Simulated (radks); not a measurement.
Task: The mean radii <r> (bohr) of the occupied orbitals of an atom or ion are listed with their occupations. All-electron calculation, non-relativistic Kohn-Sham, SCAN, spin-polarised, spherical densities, point nucleus; meta-GGA in the generalised Kohn-Sham scheme. Program: a radial shooting solver on a logarithmic mesh with Libxc functionals.

| orbital | occ. | <r> |
|---|---|---|
| 1s up | 1 | 0.08145 |
| 1s down | 1 | 0.08125 |
| 2s up | 1 | 0.3677 |
| 2s down | 1 | 0.3708 |
| 2p up | 3 | 0.3242 |
| 2p down | 1 | 0.3282 |
| 5d up | 1 | 3.003 |

Name the element and its charge. Open shells, if any, are filled with parallel spins first.

Result: Z = 19, potassium, charge +10: K10+ in [He] 2s2 2p4 5d1. The 1s radius gives Z: for a bare nucleus <r> = 1.5/Z, 0.07895 bohr for Z = 19, and screening makes it slightly larger (0.08145 here). The occupations add up to 9, and the charge is Z minus that.
